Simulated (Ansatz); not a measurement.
Consider the hydrogenolysis of the Sn–Cl bond: `[F][SnH]([Cl])[Br]` + H₂ → `[F][SnH2][Br]` + HCl.

Computed with Ansatz on PBE0-D4/def2-TZVP structures; ΔE is electronic, products minus reactants. CCSD(T)/CBS is the MP2 limit (def2-TZVPP, def2-QZVPP) plus CCSD(T) − MP2 in def2-TZVPP, frozen cores. This one scheme is used for every species. DFT in def2-TZVPP. def2 core potentials past Kr. For Br, Sn outer-core shells are correlated without core-valence functions, which leaves a few kJ/mol of doubt a bond. Scalar relativity is left out up to krypton.

| level | ΔE (kcal/mol) |
| --- | --- |
| PBE0-D4 | 15.4 |
| r2SCANh-D4 | 16.6 |
| CAM-B3LYP-D4 | 14.7 |
| ωB97X-V | 15.3 |
| ωB97M-V | 15.5 |
| B2PLYP | 15.4 |
| PBE | 15.1 |
| MP2/def2-TZVPP | 16.6 |

Q: What does CCSD(T)/CBS give? (An estimate is asked.)

A: Computed: +16.6 kcal/mol. The listed levels differ from it by -1.2, 0.0, -1.9, -1.3, -1.1, -1.2, -1.5, 0.0 kcal/mol.

Q: What do rigid-rotor, harmonic-oscillator terms from PBE0-D4/def2-TZVP frequencies (298.15 K, 1 bar) make of the CCSD(T)/CBS value? (Estimate.)

A: Ansatz gave: ΔZPE = +1.5 kcal/mol, ΔH = +17.3 kcal/mol, ΔS = 22 J/(mol·K), ΔG = +15.7 kcal/mol.

Largest T1 diagnostic among the species: 0.012.

Leaving LDA and LC-ωPBE aside and taking each functional with its dispersion term where it has one, the values, not all of them listed here, spread over 2.5 kcal/mol, from CAM-B3LYP-D4 to BLYP-D4. LDA lies −1.6 kcal/mol from PBE without D4. The D4 term adds +1.8 kcal/mol with B3LYP and +1.0 kcal/mol with PBE0; it sums over pairs of atoms, weighted by their polarisabilities, and B3LYP, whose exchange is more repulsive, gets the larger term. From r2SCAN to r2SCAN0 (25 % exact exchange), in def2-TZVPP and without D4, ΔE moves by −1.1 kcal/mol.

B3LYP here is the variant with VWN-RPA as its local correlation; programs differ in this.
